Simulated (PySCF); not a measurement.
The vertical singlet excitations below were computed for one of the candidates. Level of theory: TDDFT PBE0/def2-SVPD, vertical, gas phase, core orbitals frozen in the response in PySCF. Geometries: GFN2-xTB, one conformer each.

| state | E (eV) | λ (nm) | f |
| --- | --- | --- | --- |
| S1 | 5.94 | 208.8 | 0.087 |
| S2 | 6.84 | 181.3 | 0.0004 |
| S3 | 6.98 | 177.6 | 0.0086 |
| S4 | 7.58 | 163.5 | 0.244 |
| S5 | 7.76 | 159.8 | 0.0013 |
| S6 | 7.83 | 158.3 | 0.0000 |

Orbital energies (eV): HOMO-3 -11.17, HOMO-2 -10.11, HOMO-1 -8.89, HOMO -7.69, LUMO -0.69, LUMO+1 0.40, LUMO+2 0.70.

Question: Which candidate is it? All have the formula C5H4F4O.
A. `FC1=C(C(F)(F)F)COC1`
B. `F[C@@H]1C[C@]2(F)O[C@]2(F)[C@@H]1F`
C. `C/C=C(/C(=O)F)C(F)(F)F`
D. `F[C@H]1C=C(OC(F)(F)F)C1`

Answer: A. Its S1 lies at 5.94 eV; the nearest of the others has S1 at 5.12 eV. S1 is HOMO→LUMO (90%), HOMO-1→LUMO (10%). Löwdin shares by element: HOMO carbon 37% or more, oxygen 27% (atoms not listed hold the other 37%); LUMO carbon 66% or more, fluorine 8% or more (atoms not listed hold the other 26%). At the same level the other candidates give, for their lowest levels:
- `F[C@@H]1C[C@]2(F)O[C@]2(F)[C@@H]1F`: 7.63 eV (f 0.011); 7.99 eV (f 0.004); 8.24 eV (f 0.002); 8.83 eV (f 0.001); 8.90 eV (f 0.005); T1 7.21 eV; HOMO -8.65, LUMO 0.18 eV
- `C/C=C(/C(=O)F)C(F)(F)F`: 5.12 eV (f 0.000); 6.23 eV (f 0.465); 6.91 eV (f 0.001); 7.63 eV (f 0.000); 7.79 eV (f 0.029); T1 3.76 eV; HOMO -9.11, LUMO -2.50 eV
- `F[C@H]1C=C(OC(F)(F)F)C1`: 7.03 eV (f 0.192); 7.53 eV (f 0.008); 7.66 eV (f 0.012); 7.89 eV (f 0.020); 8.12 eV (f 0.007); T1 4.45 eV; HOMO -7.99, LUMO -0.36 eV

Shape of the structure used: `[F:1][C:2]1=[C:3]([C:4]([F:5])([F:6])[F:7])[CH2:8][O:9][CH2:10]1`: C2–C3–C4–F5 -120°.
Triplets come from the Tamm–Dancoff approximation.

Without π bonds the low states may be Rydberg-like; a valence basis with one diffuse set may place them up to an eV too high.
